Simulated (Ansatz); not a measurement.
CH7GaGeO. Total charge 0; spin multiplicity 1. The bonds changed during the relaxation, so this is another structure than the one it started from. The geometry is a stationary point of PBE0-D4/def2-TZVP. It is one conformer, not always the lowest.

```xyz
11

O     1.418   -0.453    1.901
Ge    0.100    0.638    1.393
C    -0.160    0.485   -0.536
Ga   -0.548   -0.799   -3.433
H     1.169   -1.379    1.859
H     0.595    2.033    1.795
H    -1.198    0.263    2.140
H    -0.456   -0.544   -0.763
H     0.775    0.726   -1.046
H    -0.761   -2.147   -2.439
H    -0.936    1.176   -0.871
```

(1) What is the dipole moment at ωB97M-V/def2-TZVPP? (Estimate.)

(2) And with PBE, r2SCAN, B3LYP? (An estimate is asked.)

(3) Give the Mulliken charges with ωB97M-V, PBE, r2SCAN in def2-TZVPP. (Estimate.)

Answers

(1) Ansatz gave: 1.45 D, with components (-1.22, 0.04, -0.78) D in this frame, pointing from negative to positive charge.

(2) Computed: PBE 1.26 D, r2SCAN 1.29 D, B3LYP 1.43 D.

(3) Ansatz gave: 
```json
{"atom": "O1", "ωB97M-V": "-0.43", "PBE": "-0.40", "r2SCAN": "-0.45"}
{"atom": "Ge2", "ωB97M-V": "0.38", "PBE": "0.35", "r2SCAN": "0.41"}
{"atom": "C3", "ωB97M-V": "-0.56", "PBE": "-0.43", "r2SCAN": "-0.39"}
{"atom": "Ga4", "ωB97M-V": "0.15", "PBE": "0.14", "r2SCAN": "0.17"}
{"atom": "H5", "ωB97M-V": "0.16", "PBE": "0.17", "r2SCAN": "0.19"}
{"atom": "H6", "ωB97M-V": "0.01", "PBE": "-0.02", "r2SCAN": "-0.02"}
{"atom": "H7", "ωB97M-V": "-0.01", "PBE": "-0.04", "r2SCAN": "-0.04"}
{"atom": "H8", "ωB97M-V": "0.15", "PBE": "0.12", "r2SCAN": "0.10"}
{"atom": "H9", "ωB97M-V": "0.16", "PBE": "0.13", "r2SCAN": "0.11"}
{"atom": "H10", "ωB97M-V": "-0.15", "PBE": "-0.15", "r2SCAN": "-0.19"}
{"atom": "H11", "ωB97M-V": "0.15", "PBE": "0.13", "r2SCAN": "0.11"}
```

B3LYP here is the variant with VWN-RPA as its local correlation; programs differ in this.
